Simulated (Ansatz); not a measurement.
A search over several starts for the lowest SCF solution of AgN₂H₆²⁺, that is [Ag(NH3)2]+ with one electron fewer at the given spin, in a small basis.

```yaml
crystal:
  periodic: [false, false, false]
  atoms:
    - {symbol: Ag, position_ang: [0.000236, 0.000077, -0.000005]}
    - {symbol: N, position_ang: [-0.003767, -0.014712, 2.122535]}
    - {symbol: H, position_ang: [-0.422432, 0.837629, 2.506725]}
    - {symbol: H, position_ang: [0.944924, -0.083039, 2.502926]}
    - {symbol: H, position_ang: [-0.536092, -0.806878, 2.494609]}
    - {symbol: N, position_ang: [0.003830, 0.014806, -2.122523]}
    - {symbol: H, position_ang: [-0.947310, 0.018220, -2.502878]}
    - {symbol: H, position_ang: [0.479609, -0.807246, -2.506216]}
    - {symbol: H, position_ang: [0.481001, 0.841143, -2.495185]}
basis:
  gaussian: {orbitals: def2-SVP}
total_charge: 2
magnetization: {spin_polarized: true, initial_magnetization: 1}
hamiltonian: {xc: pbe0, dispersion: d4}
output: {orbitals: {seedname: orbitals}}
```

```sh
$ ansatz run in.yaml --threads 4 --pin off --events-out ev --progress --plain --max-ram 3916MiB
```

Shortened log:

```
Functional definition: PBE0
932 factors; integrals over basis functions are off by at most 9.9e-4 eV
mean field evaluation 1: about -7033.4998 eV, gradient 6.6e1 eV
mean field evaluation 2: about -7028.3208 eV, gradient 7.6e1 eV
mean field evaluation 4: about -7051.5606 eV, gradient 3.4e0 eV
mean field evaluation 8: about -7051.8410 eV, gradient 1.2e-1 eV
mean field evaluation 16: about -7051.8412 eV, gradient 6.7e-5 eV
mean field -7051.84118125 eV, -259.1503835014 hartree, gradient 7.2e-5 eV, S^2 0.750983; 0 other end points of the search recorded, 0 dependent functions left out
reference -7051.84122059 eV, -259.1503849469 hartree; 19, 18 occupied and 70, 71 virtual orbitals, 932 factors
Total energy: -7051.91957563 eV, -259.1532644417 hartree
```

It took 1.4 s on 4 threads of Arm Neoverse V2 on a shared host.

In the def2 sets Ag takes a core potential; there is no spin–orbit coupling.
